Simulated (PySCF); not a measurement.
Identify the unknown among the candidates.

All candidates are C3H5NOSi.

| technique | computed result |
| --- | --- |
| NMR, other nuclei | isotropic shieldings of nuclei other than C and H, by class: -48 (1 N), -535 (1 O), 437 (1 Si) ppm [GIAO PBE0/pcSseg-1] |
| Triplet | lowest triplet excitation (Tamm–Dancoff): 2.93 eV [TDA wB97X-D/def2-SVPD] |
| 1H NMR | chemical shifts (computed TMS as zero) by class: 4.24 (3 H), 3.31 (2 H) ppm [GIAO PBE0/pcSseg-1] |
| Rotational structure | rotational constants A, B, C: 3.992, 2.168, 1.548 GHz [GFN2-xTB] |
| Polarisability | 67.7 au [wB97X-D/def2-SVPD] |
| Dipole | 2.78 D [wB97X-D/def2-SVPD] |
| 13C NMR | chemical shifts (computed TMS as zero) by class: 233.3 (1 C), 118.2 (1 C), 42.3 (1 C) ppm [GIAO PBE0/pcSseg-1] |

The electronic properties come from PySCF, for the isolated species, density fitting. Levels stand in brackets. One conformer (not necessarily the lowest) at the GFN2-xTB geometry, without solvent, vibrations or thermal averaging. NMR classes are plain means over equivalent atoms (diastereotopic ones count apart unless rotation or inversion swaps them), as if these changed places fast.

Problem. Which candidate is it?
A. `N#C/C=C/[SiH2]O`
B. `N#CCC(=O)[SiH3]`
C. `N#C[C@@H]([SiH3])C=O`

Solution. B. It is `N#CCC(=O)[SiH3]`. Numbering: `[N:1]#[C:2][CH2:3][C:4](=[O:5])[SiH3:6]`. Its formula, C3H5NOSi, gives 3 degrees of unsaturation: 0 rings and 3 π bonds in the structure found. 3 carbons fall into 3 classes; from least to most shielded: carbonyl carbon [C4] (233.3 ppm), nitrile carbon [C2] (118.2 ppm), sp3 carbon next to a carbonyl [C3] (42.3 ppm). Hydrogen classes from least to most shielded: 3 H on an SiH3 silicon, Si6 (4.24 ppm, a mean of values up to 0.7 ppm apart in this geometry), 2 H on an sp3 carbon next to a carbonyl, C3 (3.31 ppm). The other shieldings belong to: -48 ppm, nitrile nitrogen [N1]; -535 ppm, carbonyl oxygen [O5]; 437 ppm, SiH3 silicon [Si6]. The optimised geometry has point group C1 and is an asymmetric top.

The others, at the same levels:
- `N#C/C=C/[SiH2]O` fails: its computed 13C shifts are 164.9 (1 C), 122.5 (1 C), 122.5 (1 C) ppm, 1H shifts are 7.24 (1 H), 5.94 (1 H), 5.24 (2 H), 1.21 (1 H) ppm and rotational constant A is 11.052 GHz (against 3.992 GHz).
- `N#C[C@@H]([SiH3])C=O` fails: its computed 13C shifts are 198.5 (1 C), 120.0 (1 C), 31.2 (1 C) ppm, 1H shifts are 9.82 (1 H), 4.15 (3 H), 3.17 (1 H) ppm and rotational constant A is 3.291 GHz (against 3.992 GHz).

Each candidate is one conformer, not necessarily the lowest. The conformers computed, where there is a choice (atom-mapped SMILES and torsion angles):
- `[N:1]#[C:2][CH2:3][C:4](=[O:5])[SiH3:6]`: C2–C3–C4–O5 127°
- `[N:1]#[C:2]/[CH:3]=[CH:4]/[SiH2:5][OH:6]`: C3–C4–Si5–O6 8°, H–O6–Si5–C4 65°
- `[N:1]#[C:2][C@@H:3]([SiH3:4])[CH:5]=[O:6]`: C2–C3–C5–O6 153°
